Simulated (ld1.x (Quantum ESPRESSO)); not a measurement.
## rubidium (Rb), TM: configuration errors across variants

* Element: rubidium (Rb)
* Generator: ld1.x (Quantum ESPRESSO) 7.5
* Type: norm-conserving Troullier–Martins (Kleinman–Bylander form)
* Functional: LDA (PZ)
* Relativity: scalar-relativistic
* Frozen core: [Kr]
* Valence charge: 1
* Reference configuration: 5s1 5p0
* Partial waves: 5p (bound, empty): rc 3.40 bohr; 4d channel at 0.4 Ry: rc 4.60 bohr; 5s (bound): rc 4.20 bohr
* Local potential: the s channel
* Core correction: none

All-electron excitation energies from the reference (eV): (1) 5s0.5 5p0 1.659; (2) 5s0 5p1 1.620; (3) 5s1 5p0 spin -0.125; (4) 5s0.5 5p0 spin 1.616.

Spin tests fill each open shell by Hund’s rule, majority spin first.

3 further variants failed, have other tests or another functional or relativity, and are left out.

A true bound ghost makes a file unfit for plane-wave use even where its test errors are small: the radial tests pick states by their node count and pass the ghost by.

Errors AE − PS in meV (a dash: test not solved or not reliable):

| change | (1) | (2) | (3) | (4) | bound ghosts |
| --- | --- | --- | --- | --- | --- |
| base | +17 | +78 | +47 | +41 | p |
| local potential all-electron potential smoothed inside 4.15 bohr (lloc = -1) | +17 | +78 | +47 | +41 | p |
| all radii scaled by about 0.77 (s 3.22, p 2.60, d 3.52 bohr) | +17 | +113 | +47 | +41 | p |
| wave 4d channel at 0.4 Ry: rc 4.60 bohr becomes 4d channel at 0.4 Ry: rc 3.90 bohr | +17 | +78 | +47 | +41 | p |
| wave 4d channel at 0.4 Ry: rc 4.60 bohr becomes 4d channel at 1.69 Ry: rc 4.60 bohr | +17 | +78 | +47 | +41 | p |
| wave 5p (bound): rc 3.40 bohr becomes 5p (bound): rc 2.74 bohr | +17 | +110 | +47 | +41 | p |
| wave 5p (bound): rc 3.40 bohr becomes 5p (bound): rc 3.30 bohr | +17 | +81 | +47 | +41 | p |

Task: Give the same row for: wave 5s (bound): rc 4.20 bohr becomes 5s (bound): rc 2.88 bohr.

Result: +17, +71, +47, +41; bound ghosts: p.
